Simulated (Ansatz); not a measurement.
Correlation energies of `[F][Ti]([SH])([Cl])[Cl]` by basis set

Z-matrix (Å, degrees):
```
Ti
S 1 2.261
Cl 1 2.171 2 106.9
F 1 1.736 2 107.5 3 121.7
Cl 1 2.177 2 109.7 3 -119.3
H 2 1.349 1 89.8 3 -144.4
```

Total charge 0; spin multiplicity 1. Correlated methods include outer-core shells of Ti, which these sets cover unevenly. Scalar relativity is left out up to krypton. The geometry is a stationary point of PBE0-D4/def2-TZVP. It is one conformer, not always the lowest. Frozen core, restricted reference, Ansatz 0.2.0.

```json
{"basis": "def2-SVP", "HF (Eh)": "-2264.56037", "MP2 corr.": "?", "CCSD corr.": "?", "(T)": "?", "CCSD(T) total": "?"}
{"basis": "def2-TZVPP", "HF (Eh)": "-2265.27448", "MP2 corr.": "-1.24700", "CCSD corr.": "-1.27454", "(T)": "-0.07243", "CCSD(T) total": "-2266.62145"}
{"basis": "def2-QZVPP", "HF (Eh)": "?", "MP2 corr.": "-1.36018", "CCSD corr.": "–", "(T)": "–", "CCSD(T) total": "–"}
```

Task: Fill in the withheld values. (An estimate is asked.)

Result: Ansatz gave: def2-SVP MP2 corr.: -0.91013; def2-SVP CCSD corr.: -0.92778; def2-SVP (T): -0.04570; def2-SVP CCSD(T) total: -2265.53385; def2-QZVPP HF (Eh): -2265.33116.
